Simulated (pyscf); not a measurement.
**`[NH2][Ge]([NH2])([NH2])[OH]`, singlet**

Gas-phase minimum from PySCF at ωB97X-D3(BJ)/def2-SVP, one conformer. 

```xyz
12

N      1.4383     0.2239     0.1683
Ge    -0.2974     0.7673     0.0745
N     -0.3540     2.5534    -0.2456
N     -1.0452    -0.3623    -1.1485
O     -1.2865     0.6215     1.5491
H      2.0079     0.6881     0.8704
H      1.5832    -0.7807     0.2261
H      0.5128     2.9889    -0.5445
H     -0.8006     3.1035     0.4822
H     -1.9731    -0.0867    -1.4615
H     -0.4644    -0.5245    -1.9680
H     -1.6490    -0.2666     1.6444
```

Bonds (Å): N1–Ge2 1.821, N1–H6 1.016, N1–H7 1.017, Ge2–N3 1.815, Ge2–N4 1.825, Ge2–O5 1.782, N3–H8 1.015, N3–H9 1.016, N4–H10 1.017, N4–H11 1.017, O5–H12 0.964. Bond angles (°): Ge2–N1–H6 115.7, Ge2–N1–H7 115.7, H6–N1–H7 109.4, N1–Ge2–N3 109.4, N1–Ge2–N4 103.9, N1–Ge2–O5 117.5, N3–Ge2–N4 118.6, N3–Ge2–O5 102.1, N4–Ge2–O5 106.1, Ge2–N3–H8 116.6, Ge2–N3–H9 114.8, H8–N3–H9 110.7, Ge2–N4–H10 114.3, Ge2–N4–H11 113.9 (the first ones only).

Properties at ωB97X-D3(BJ)/def2-SVP:

```
Property                                                                                                                                                                                                                                                                            Result
---------------------------------------------------------------------------------------------------------------------  -------------------------------------------------------------------------------------------------------------------------------------------------------------------
Harmonic wavenumbers, unscaled                                                                                         124, 184, 195, 207, 231, 245, 258, 287, 328, 454, 523, 579, 696, 723, 733, 745, 822, 885, 901, 916, 1545, 1556, 1564, 3584, 3593, 3604, 3676, 3690, 3707, 3912 cm⁻¹
Zero-point energy                                                                                                                                                                                                                                                            57.8 kcal/mol
Rotational symmetry number                                                                                                                                                                                                                                                               1
Entropy of this conformer at 298 K and 1 atm, rigid rotor and harmonic oscillator, modes under 100 cm⁻¹ raised to 100                                                                                                                                                      370.5 J/(mol K)
Dipole moment                                                                                                                                                                                                                                                                       1.07 D
```

Single-point totals, which compare only within one level:

```json
[
 {"level": "ωB97X-D3(BJ)/def2-TZVP", "total energy (hartree)": "-2320.91816"},
 {"level": "PBE/def2-TZVP", "total energy (hartree)": "-2320.29013"},
 {"level": "r²SCAN/def2-TZVP", "total energy (hartree)": "-2320.75328"},
 {"level": "B3LYP-D3(BJ)/def2-TZVP", "total energy (hartree)": "-2320.95230"},
 {"level": "PBE0-D3(BJ)/def2-TZVP", "total energy (hartree)": "-2320.36309"},
 {"level": "M06-2X/def2-TZVP", "total energy (hartree)": "-2320.80698"},
 {"level": "ωB97M-D3(BJ)/def2-TZVP", "total energy (hartree)": "-2320.97162"}
]
```

Soft torsions are taken as harmonic, which can shift the entropy by several J/(mol K). Elements up to Kr have no core potential and no relativistic terms here.
